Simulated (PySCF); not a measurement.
Compound: C₅H₄F₃N.
InChI=1S/C5H4F3N/c1-2-3(9)4(6)5(7)8/h2,9H,1H2/b9-3-

All values: wB97X-D/def2-SVPD (PySCF, non-relativistic), on one gas-phase PBE0-D3(BJ)/def2-SVP geometry that isn't relaxed in the solvent. The solvent is an IEF-PCM continuum (Bondi radii, 1.10 Å for H, scaled by 1.2), and excitations are vertical TDDFT with non-equilibrium linear response and a frozen core. Specific hydrogen bonds and non-electrostatic terms are outside this model.

Gas-phase singlets (H = HOMO, L = LUMO):

```tsv
state	E (eV)	λ (nm)	f	leading configurations
S1	4.423	280	0.002	H-2→L 97%
S2	5.132	242	0.037	H→L 97%
S3	5.569	223	0.382	H-1→L 97%
S4	6.965	178	0.000	H-3→L 91%
S5	7.021	177	0.011	H→L+2 44%, H-1→L+2 15%, H→L+3 9%
```

How does the list change in benzene (ε = 2.271)?

| state | E (eV) | λ (nm) | f | leading configurations | change by rank (eV) |
| --- | --- | --- | --- | --- | --- |
| S1 | 4.473 | 277 | 0.002 | H-2→L 97% | +0.050 |
| S2 | 4.995 | 248 | 0.049 | H→L 96% | -0.137 |
| S3 | 5.424 | 229 | 0.491 | H-1→L 97% | -0.145 |
| S4 | 6.925 | 179 | 0.001 | H-3→L 92% | -0.040 |
| S5 | 7.010 | 177 | 0.013 | H→L+2 46%, H-1→L+2 15%, H→L+3 11% | -0.011 |

How does the list change in dimethylsulfoxide (ε = 46.83)?

```
state  E (eV)  λ (nm)      f             leading configurations  change by rank (eV)
   S1   4.564     272  0.002                          H-2→L 98%               +0.141
   S2   4.980     249  0.050                            H→L 97%               -0.152
   S3   5.387     230  0.488                          H-1→L 97%               -0.182
   S4   6.891     180  0.001                          H-3→L 92%               -0.074
   S5   7.030     176  0.012  H→L+2 46%, H→L+3 16%, H-1→L+2 12%               +0.009
```

The ground-state energy changes by -0.190 eV from gas to dimethylsulfoxide. By how much does the total energy of gas-phase S1 change?

E(S1) = E(S0) + excitation energy, so it changes by -0.190 + 0.141 = -0.049 eV: it is lowered less than the ground state, which is what a blue shift means. This is the vertical state, with the slow part of the continuum still set for S0.

How do the frontier levels move from gas to dimethylsulfoxide?

```
orbital  gas (eV)  solvent (eV)  change (eV)
 LUMO+2      2.07          2.24        +0.17
 LUMO+1      1.99          2.12        +0.13
   LUMO     -0.42         -0.38        +0.04
   HOMO     -9.33         -9.27        +0.06
 HOMO-1     -9.99         -9.90        +0.09
 HOMO-2    -10.11        -10.23        -0.12
 HOMO-3    -12.40        -12.30        +0.10
```

The HOMO–LUMO gap goes from 8.91 to 8.89 eV.

Cost: about 80 s of CPU time on one thread; the machine was shared, so the figure is rough. This is the whole response run at wB97X-D/def2-SVPD in dimethylsulfoxide, SCF included.

Shape of the structure used: `[H]/[N:4]=[C:3](/[CH:2]=[CH2:1])[C:5]([F:6])=[C:7]([F:8])[F:9]`: C1–C2–C3–N4 2°, C2–C3–C5–F6 5°.

wB97X-D is run here without its empirical dispersion term; that term would change no orbital, density or response property at a fixed geometry.
